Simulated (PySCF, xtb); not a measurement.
2H-pyran-5-one (C5H6O2), SMILES C1=CCOCC1=O. The values are those of a single conformer.

Harmonic wavenumbers (cm⁻¹) from GFN2-xTB (xtb) at its own minimum, in rising order: 82, 258, 291, 420, 465, 482, 569, 729, 757, 848, 923, 932, 952, 1000, 1017, 1110, 1141, 1165, 1209, 1239, 1284, 1310, 1328, 1419, 1432, 1662, 1743, 2785, 2813, 2972, 2993, 3070, 3092.

What does B3LYP-D3(BJ)/def2-SVP in PySCF give at its own minimum? (Estimate from the structure and the level; the computed values follow.)

111, 254, 311, 434, 483, 503, 582, 737, 755, 868, 918, 990, 1002, 1024, 1056, 1126, 1199, 1227, 1277, 1291, 1347, 1387, 1407, 1441, 1456, 1693, 1815, 2917, 2944, 3079, 3129, 3162, 3195. Paired by order, the mean absolute difference is 50 cm⁻¹ and the zero-point energies are 62.2 and 64.5 kcal/mol.
